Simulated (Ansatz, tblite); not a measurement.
Removing and adding an electron: trans-NiH2(NH3)2 (NiN2H8). The state is a singlet with charge 0. Geometry: B3LYP-D4/def2-SVP. Ansatz, gas phase; energy differences of separate SCF runs; the oxidised species was run as a doublet alone; the reduced species was run as a doublet alone.

| atom | x (Å) | y (Å) | z (Å) |
| --- | --- | --- | --- |
| Ni1 | 0.003 | 0.001 | 0.000 |
| H2 | -0.249 | 0.938 | 1.225 |
| N3 | -0.418 | 1.478 | -1.154 |
| H4 | -0.331 | 1.269 | -2.148 |
| H5 | 0.185 | 2.273 | -0.935 |
| H6 | -1.376 | 1.789 | -0.974 |
| H7 | 0.248 | -0.939 | -1.225 |
| N8 | 0.422 | -1.477 | 1.154 |
| H9 | 1.350 | -1.841 | 0.927 |
| H10 | -0.233 | -2.243 | 0.983 |
| H11 | 0.398 | -1.250 | 2.148 |

The xTB rows come from tblite. B3LYP takes the VWN-RPA correlation. HSE06 is defined as in plane-wave codes, on full-range PBE exchange. HOMO above LUMO, or a gap near zero within one spin, warns that the state may not be the lowest or that an electron is smeared out.

Estimate orbital energies and vertical ionisation energies and electron affinities at: GFN1-xTB; GFN2-xTB; PBE-D4/def2-TZVP; PBE-D4/def2-TZVPD; revPBE-D4/def2-TZVP; r2SCAN-D4/def2-TZVP; r2SCAN-D4/def2-TZVPD; B3LYP-D4/def2-TZVP; PBE0-D4/def2-TZVP; PBE0-D4/def2-TZVPD; r2SCAN0-D4/def2-TZVP; HSE06-D4/def2-TZVP; ωB97M-V/def2-TZVP.


```csv
level,−HOMO (eV),vertical IE (eV),−LUMO (eV),vertical EA (eV),HOMO–LUMO gap (eV),IE − EA (eV),remarks
GFN1-xTB,9.02,12.81,6.71,3.20,2.31,9.60,–
GFN2-xTB,8.79,12.38,6.39,3.17,2.40,9.21,–
PBE-D4/def2-TZVP,3.24,7.01,1.25,–,2.00,–,gap within one spin near zero (+1 doublet)
PBE-D4/def2-TZVPD,3.36,–,1.46,-0.45,1.90,–,HOMO above zero (-1 doublet)
revPBE-D4/def2-TZVP,3.16,6.99,1.17,–,1.98,–,gap within one spin near zero (+1 doublet)
r2SCAN-D4/def2-TZVP,3.33,6.70,0.93,–,2.40,–,–
r2SCAN-D4/def2-TZVPD,3.42,–,1.10,-0.62,2.32,–,HOMO above zero (-1 doublet)
B3LYP-D4/def2-TZVP,4.87,6.93,0.40,–,4.47,–,–
PBE0-D4/def2-TZVP,5.19,6.68,0.03,–,5.16,–,–
PBE0-D4/def2-TZVPD,5.28,–,0.35,-0.71,4.93,–,HOMO above zero (-1 doublet)
r2SCAN0-D4/def2-TZVP,5.36,6.45,-0.26,–,5.63,–,–
HSE06-D4/def2-TZVP,4.77,6.67,0.40,–,4.36,–,–
ωB97M-V/def2-TZVP,7.39,6.85,-1.58,–,8.97,–,–
```

Relaxing the oxidised species (B3LYP-D4/def2-SVP) changes its energy by 0.00 eV at PBE-D4/def2-TZVP, so the adiabatic ionisation energy to this nearest minimum is 7.01 eV. At PBE0-D4/def2-TZVP it is 6.68 eV. The gap within one spin of the relaxed charge 1 doublet nearly closes, so an electron or hole may be smeared out by delocalisation error.  Run but left out: HF/def2-TZVP, MP2/def2-TZVP, CCSD/def2-TZVP, CCSD(T)/def2-TZVP (singlet: restricted singlet, unstable towards broken spin symmetry).   A HOMO above zero means that the electron is unbound at that level or that self-interaction error raises the level; the energy of removing that electron tells which. Raw xTB energy differences between charge states are shifted by several eV; the methods need an empirical correction for them. A negative affinity means that the extra electron isn't bound; its size then hangs on the basis.
